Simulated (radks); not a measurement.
Values are calculated unless marked as measured or tabulated.
In, 49 electrons, occupied as [Kr] 4d9 5s2 5p2 (not the ground configuration).

Code: a radial shooting solver on a logarithmic mesh with Libxc functionals. Model: scalar-relativistic Kohn-Sham, BLYP, spin-polarised, spherical densities, point nucleus; open shells are filled with parallel spins first (spin-orbit coupling, left out, can overturn this in heavy ions).

Energy parts (eV):
| part | energy |
|---|---|
| total | -160046.720 |
| kinetic | 166829.982 |
| electron-nucleus | -386673.865 |
| Hartree | 64144.894 |
| exchange-correlation | -4347.731 |

Orbitals (lengths in bohr, moments of r in powers of bohr; r(max) is where P^2 peaks):
orbital  occ.  eigenvalue (eV)      <r>     <r^2>   r(max)
1s up       1        -27765.78  0.02971  0.001194  0.01922
1s down     1        -27765.75  0.02971  0.001194  0.01922
2s up       1        -4163.685   0.1285   0.01947   0.1086
2s down     1        -4163.430   0.1285   0.01947   0.1086
2p up       3        -3738.155   0.1122   0.01536  0.08691
2p down     3        -3737.943   0.1122   0.01536  0.08691
3s up       1        -795.5200   0.3487    0.1390   0.3155
3s down     1        -795.3708   0.3487    0.1390   0.3155
3p up       3        -656.2302   0.3472    0.1399   0.3088
3p down     3        -656.0604   0.3472    0.1399   0.3088
3d up       5        -439.9563   0.3243    0.1250   0.2581
3d down     5        -439.7125   0.3243    0.1250   0.2581
4s up       1        -126.3212   0.8442    0.8066   0.7684
4s down     1        -125.3858   0.8441    0.8064   0.7681
4p up       3         -84.5468   0.9150    0.9571   0.8135
4p down     3         -83.6040   0.9149    0.9569   0.8133
4d up       5         -24.2318    1.145     1.562   0.9212
4d down     4         -23.2844    1.144     1.558   0.9212
5s up       1         -10.5328    2.445     6.824    2.066
5s down     1          -9.4538    2.455     6.909    2.057
5p up       2          -3.8923    3.259     12.40    2.602
5p down     0          -2.9256    3.417     13.83    2.623

The highest occupied level is 5p up at -3.892 eV. Summed over all electrons, <r^2> = 62.42 bohr^2, which gives a Langevin (diamagnetic) susceptibility term of -49.4 x 10^-6 cm^3/mol.
